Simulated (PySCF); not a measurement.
## Correlation energy of N (nitrogen, neutral)

[He] 2s2 2p3, high-spin 4S determinant. All numbers are calculated (PySCF 2.14, the non-relativistic Hamiltonian (point nucleus), in aug-cc-pVDZ (4s3p2d, 23 functions)). Frozen: 1s2; 5 electrons correlated.

MP2 pair energies summed by pair of shells (mhartree):

| pair | energy | share (%) |
| --- | --- | --- |
| 2s-2p | -47.95 | 63.9 |
| 2p-2p | -18.78 | 25.0 |
| 2s-2s | -8.27 | 11.0 |

Total MP2 correlation energy: -74.99 mhartree.

Same-spin part -22.70 and opposite-spin part -52.29 mhartree; SCS-MP2 scales them by 1/3 and 6/5 to -70.31 mhartree.

```tsv
level	correlation energy (mhartree)
CCSD	-92.52
(T)	-1.27
CCSD(T)	-93.79
```

Diagnostics: T1 = 0.0078, D1 = 0.0124, largest double amplitude 0.029.

Q: Is a single reference adequate?

A: Yes: T1 lies below 0.03 and no double amplitude reaches 0.07.
